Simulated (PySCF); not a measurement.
Spinor energies of Se (selenium, neutral)

Start: [Ar] 3d10 4s1 4p5; 4s1/2 filled at m_j = +1/2; 4p1/2 filled at m_j = -1/2, +1/2; 4p3/2 filled at m_j = -1/2, +1/2, +3/2. Calculated with PySCF 2.14 in x2c-SVPall-2c with one added diffuse shell each of s, p, d type (6s7p4d, 47 functions): generalised Hartree-Fock with the X2C-1e Hamiltonian and a Gaussian nucleus; one run each with spin-orbit coupling (SO) switched off, then screened by Boettger's factors. This is a chosen level, not necessarily the ground level.

| spinor shell | electrons | ε, spin-free (eV) | ε, screened SO (eV) | weight of nominal j (screened SO) | rms radius, screened SO (bohr) |
| --- | --- | --- | --- | --- | --- |
| 1s1/2 | 2 | -12735.2 | -12735.0 | 1.000 | 0.0508 |
| 2s1/2 | 2 | -1697.7 | -1697.6 | 1.000 | 0.212 |
| 2p1/2 | 2 | -1489.0 | -1517.7 | 1.000 | 0.187 |
| 2p3/2 | 4 | -1489.0 | -1475.1 | 1.000 | 0.190 |
| 3s1/2 | 2 | -252.72 | -252.66 | 1.000 | 0.613 |
| 3p1/2 | 2 | -185.20 | -189.52 | 0.998 | 0.629 |
| 3p3/2 | 4 | -185.20 | -183.03 | 0.999 | 0.639 |
| 3d3/2 | 4 | -72.910 | -73.469 | 0.977 | 0.695 |
| 3d5/2 | 6 | -72.910 | -72.447 | 0.985 | 0.697 |
| 4s1/2 | 1 | -27.857 | -27.808 | 1.000 | 1.93 |
| 4p1/2 | 2 | -11.098 | -10.893 | 0.660 | 2.52 |
| 4p3/2 | 3 | -11.098 | -11.237 | 0.774 | 2.49 |

```json
{"quantity": "E (hartree)", "spin-free": "-2427.19728", "screened SO": "-2427.29677"}
{"quantity": "M_J", "spin-free": "2", "screened SO": "2"}
{"quantity": "⟨J²⟩", "spin-free": "6.048", "screened SO": "6.048"}
{"quantity": "⟨L²⟩", "spin-free": "2.002", "screened SO": "2.005"}
{"quantity": "⟨S²⟩", "spin-free": "2.046", "screened SO": "2.044"}
```

Each row is a mean over spinors that exchange with the open shell spreads, by up to 4.718 eV (4p1/2).

Rows whose weight is well below 1 are mixtures of j = l ± 1/2: exchange outweighs spin-orbit coupling there, and the label is only the starting occupation.

Without spin-orbit coupling the j labels of p, d and f shells carry no meaning; the spin-free column gives the mean over the occupied spinors of each nl shell.
